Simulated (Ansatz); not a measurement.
`[OH][Ge][Cl]` + H–F → `[OH][Ge][F]` + HCl at 298.15 K and 1 bar (ligand exchange at a Ge–Cl bond).

Computed with Ansatz on PBE0-D4/def2-TZVP structures; ΔE is electronic, products minus reactants. CCSD(T)/CBS is the MP2 limit (def2-TZVPP, def2-QZVPP) plus CCSD(T) − MP2 in def2-TZVPP, frozen cores. This one scheme is used for every species. For Ge outer-core shells are correlated without core-valence functions, which leaves a few kJ/mol of doubt a bond. Scalar relativity is left out up to krypton. One conformer a species, not always the lowest.

| species | CCSD(T)/CBS energy (Eh) | H − E (kJ/mol) | S (J/(mol·K)) |
| --- | --- | --- | --- |
| `[OH][Ge][Cl]` | -2611.73425 | 51.9 | 292.7 |
| H–F | -100.39570 | 33.5 | 173.6 |
| `[OH][Ge][F]` | -2251.74560 | 53.1 | 280.4 |
| HCl | -460.38127 | 26.6 | 186.8 |

H − E and S are ideal-gas, rigid-rotor, harmonic terms from PBE0-D4/def2-TZVP, for one conformer and one mirror image of each species. 1 Eh = 2625.50 kJ/mol, R = 8.31446 J/(mol·K).

Q: By hand: ΔE, ΔH, ΔS and ΔG.

A: ΔE = (-2251.74560) + (-460.38127) − (-2611.73425) − (-100.39570) = 0.00308 Eh = 8.1 kJ/mol. Δ(H − E) = 53.1 + 26.6 − 51.9 − 33.5 = -5.7, so ΔH = 2.4 kJ/mol. ΔS = 280.4 + 186.8 − 292.7 − 173.6 = 0.9 J/(mol·K). ΔG = 2.4 − 298.15 × (0.9)/1000 = 2.1 kJ/mol.

Q: By hand: the equilibrium constant, and the temperature at which ΔG would vanish if ΔH and ΔS stayed fixed.

A: log₁₀ K = −ΔG/(RT ln 10) = -0.4. ΔG = 0 at ΔH/ΔS = 2667 K, far beyond where these terms or the molecules hold.

The number of gas molecules stays the same, so ΔS is small and ΔH decides. The sign of ΔG lies within the doubt. A doubt of 5 kJ/mol in ΔE shifts log₁₀ K by 0.9 here. Other conformers and mirror images would add mixing entropy, several J/(mol·K) or more a flexible species. These are equilibria of isolated gas molecules and say nothing of rates. Largest T1 diagnostic: 0.015 (customary marks: 0.02 for closed shells, 0.045 for open ones).
